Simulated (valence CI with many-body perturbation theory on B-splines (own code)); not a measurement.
**Hf22+: key properties**

Method: configuration interaction combined with many-body perturbation theory (CI+MBPT): four valence electrons over a frozen Dirac-Fock core [Kr] 4d10, radial functions for each j: 8 s, 8 p, 9 d, 9 f, 6 g, 3 h, 2 i, with the one-electron correlation potential Σ1 (screened to all orders), the two-electron term Σ2, the three-electron term Σ3, Breit, model QED; selected single and double excitations, second order for the rest, scaled by the run's own slope (own B-spline code, finite nucleus).

No measured spectrum was set against this ion. As an estimate, terms of the open shell hold to a few per cent of their energy, and close levels can change places. Core correlation moves these levels by up to 3300 cm⁻¹, and in measured spectra 5 to 20 % of such shifts remained as error; rates that hang on mixing are uncertain with them. Only levels of the ground parity were solved; by the run's estimate the other parity begins above the list, which can be wrong where configurations are misplaced.

Names give the largest LS component (configuration and term), which can be under half, so a name can repeat, a term be missing and a line seem to break the LS rules; names also repeat where a configuration has a term twice.

Rates and lifetimes use the calculated energies. Strong lines usually hold to 10 to 20 %, long lifetimes can be off by a factor of two.

What is the ground level?

4f4 5I_4, composition 85 % 4f4 5I + 13 % 4f4 3H, g = 0.630.

What is the ionisation energy?

628.08 eV; NIST lists 650 ± 30 eV (theoretical).

How well does LS coupling describe the low levels?

Among the lowest 20 levels the leading LS term, summed over configurations, holds 63 % on average. For single configurations the figures are 63 % in LS and 64 % in jj coupling. Terms mix most in the J = 4 level at 4.874 eV, where the leading one holds 28 %.

Name the longest-lived excited levels whose lifetime is computed, and their main decay.

4f4 5F_2 at 4.094 eV lives 80.0 s, mostly by E2 to 4f4 5I_4.

How is the term 5I of the ground level split?

J = 4 at 0.000, J = 5 at 1.347, J = 6 at 2.557, J = 7 at 3.596, J = 8 at 4.503 eV.
